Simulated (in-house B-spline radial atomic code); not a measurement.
wB97X excitations of the krypton ion Kr⁸⁺

Method: wB97X. Computed with a B-spline radial code for spherical atoms: linear response of the closed shell [Ar] 3d10 with the functional's adiabatic kernel; scalar-relativistic (spin-free one-electron X2C), finite nucleus, no spin-orbit coupling, no double excitations, S, P, D and F terms only. Only terms of natural parity with L up to 3 were computed.

Command:
```bash
python run_td.py task.json out
```
Settings (radii: box in bohr, nucleus in fm):
```
Z                        36
electrons                28
configuration            [Ar] 3d10
hamiltonian              x2c
method                   wb97x
box_radius               11.59
rms_radius               4.1884
intervals                69
```

Cost of the run: 1.7 s on 1 thread of Intel(R) Xeon(R) Platinum 8259CL CPU @ 2.50GHz (Skylake/Cascade Lake), on a shared host.

The lowest states, in the order of their Tamm-Dancoff energies; the method's threshold (minus the highest occupied level) is 222.10 eV. Labels give the largest channel, * marks a mixed state, and oscillator strengths are full-response dipole values. Semilocal kernels can invert the small singlet-triplet splittings of Rydberg terms. Energies in eV:

```tsv
state	full response	Tamm-Dancoff	oscillator strength
3d → 4s 3D	83.61	83.65	-
3d → 4s 1D	84.31	84.33	-
3d → 4p 3P	102.47	102.52	-
3d → 4p 3F	102.75	102.78	-
3d → 4p 1F	103.19	103.21	-
3d → 4p 1P	?	?	?
3d → 4d 3S	130.65	130.75	-
3d → 4d 3D	132.04	132.07	-
3d → 4d 1D	132.96	132.99	-
3d → 4d 1S	?	?	-
3d → 5s 3D	147.64	147.65	-
3d → 5s 1D	148.02	148.02	-
3d → 5p 3P	155.08	155.10	-
3d → 5p 3F	155.29	155.30	-
3d → 5p 1F	155.58	155.59	-
3d → 5p 1P	156.01	156.03	0.13
3d → 4f 3P	156.50	156.52	-
3d → 4f 3F	156.87	156.88	-
3d → 4f 1F	157.21	157.22	-
3d → 4f 1P	158.59	158.70	1.23
3d → 5d 3S	166.81	166.84	-
3d → 5d 3D	167.62	167.63	-
```

(1) Where does 3d → 4d 1S lie?

(2) Where does 3d → 4p 1P lie?

(3) How large is the singlet-triplet splitting of 3d → 4s (D terms) in Tamm-Dancoff?

(4) What polarisabilities and dispersion coefficient does the method give?

Answers

(1) At 140.27 eV in full response, 141.19 eV in Tamm-Dancoff.

(2) At 104.57 eV in full response, 104.67 eV in Tamm-Dancoff, oscillator strength 0.575.

(3) 0.685 eV, from the unrounded values.

(4) Dipole 0.2098 bohr³, quadrupole 0.1405 bohr⁵, C6 0.2456 hartree·bohr⁶ for two such species.
